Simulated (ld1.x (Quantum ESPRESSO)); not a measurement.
Ni (Z = 28): variants of one RRKJ potential

Base potential:

Ni, norm-conserving RRKJ (Kleinman–Bylander form), made with ld1.x (Quantum ESPRESSO) 7.5 (PBEsol, scalar-relativistic). Core [Ne] 3s2, reference 3p6 3d9 4s1 4p0. Waves: 3p (bound): rc 1.20 bohr; 3d (bound): rc 1.50 bohr; 4s (bound): rc 2.20 bohr. Local part: the s channel. Core correction: a·sin(br)/r model core, default radius (core density twice the valence density). rho0 = 0.001.

All-electron outer shells of the reference configuration (PBEsol, scalar-relativistic, ld1.x):

```json
{"shell": "2p", "level (eV)": "-838.66", "outermost node (bohr)": "–", "outermost maximum (bohr)": "0.16"}
{"shell": "3s", "level (eV)": "-105.72", "outermost node (bohr)": "0.30", "outermost maximum (bohr)": "0.64"}
{"shell": "3p", "level (eV)": "-66.33", "outermost node (bohr)": "0.27", "outermost maximum (bohr)": "0.65"}
{"shell": "3d", "level (eV)": "-4.67", "outermost node (bohr)": "–", "outermost maximum (bohr)": "0.63"}
{"shell": "4s", "level (eV)": "-4.49", "outermost node (bohr)": "0.93", "outermost maximum (bohr)": "2.35"}
{"shell": "4p", "level (eV)": "-0.70", "outermost node (bohr)": "1.02", "outermost maximum (bohr)": "3.60"}
```

Cutoffs, loose and tight: the cutoffs (Ry, on a coarse ladder) from which the occupation-weighted sum of valence levels, in a spherical-Bessel basis at the reference potential, stays within 10 and 1 mRy of its value at 400 Ry. They do not see the model core or the augmentation charge, which bear on the density cutoff. Test errors are all-electron minus pseudo excitation energies from the reference, over the configurations 3p6 3d8 4s2 4p0; 3p6 3d8 4s1 4p0; 3p6 3d8 4s0 4p0; 3p6 3d6 4s0 4p0; 3p6 3d8 4s1.5 4p0; 3p6 3d8 4s0 4p1; 3p6 3d8 4s0 4p2. A dash means not determined; rows that change the core or the reference have their own tests.

| change | outcome | cutoff, loose | cutoff, tight | bound ghosts | largest test error (meV) |
| --- | --- | --- | --- | --- | --- |
| base | generated | 90 Ry | 120 Ry | none | -1775 |
| wave 4s (bound): rc 2.20 bohr becomes 4s (bound): rc 1.68 bohr | generated | 90 Ry | 120 Ry | none | -1729 |
| wave 4s (bound): rc 2.20 bohr becomes 4s (bound): rc 1.96 bohr | generated | 90 Ry | 120 Ry | none | -1769 |
| wave 4s (bound): rc 2.20 bohr becomes 4s (bound): rc 2.18 bohr | generated | 90 Ry | 120 Ry | none | -1772 |
| wave 4s (bound): rc 2.20 bohr becomes 4s (bound): rc 2.30 bohr | generated | 90 Ry | 120 Ry | none | no test is counted, since the test run did not reproduce the reference configuration |
| wave 4s (bound): rc 2.20 bohr becomes 4s (bound): rc 2.62 bohr | generated | 90 Ry | 120 Ry | none | no test is counted, since the test run did not reproduce the reference configuration |
| wave 4s (bound): rc 2.20 bohr becomes 4s (bound): rc 2.88 bohr | generated | 90 Ry | 120 Ry | none | no test is counted, since the test run did not reproduce the reference configuration |
| wave 4s (bound): rc 2.20 bohr becomes 4s (bound): rc 3.12 bohr | generated | 90 Ry | 120 Ry | none | no test is counted, since the test run did not reproduce the reference configuration |
| wave 4s (bound): rc 2.20 bohr becomes 4s (bound): rc 3.32 bohr | generated | 90 Ry | 120 Ry | none | no test is counted, since the test run did not reproduce the reference configuration |

**Question.** What comes out with this change to the base: wave 4s (bound): rc 2.20 bohr becomes 4s (bound): rc 1.42 bohr?

**Answer.** outcome: generated; cutoff, loose: 90 Ry; cutoff, tight: 140 Ry; bound ghosts: none; largest test error (meV): -1434.

Reading the sweep of the s radius (base included, trends over the rows without a ghost): The loose cutoff stays near 90 Ry. The median size of the test errors (rows with all tests solved) stays near 140.9 meV.
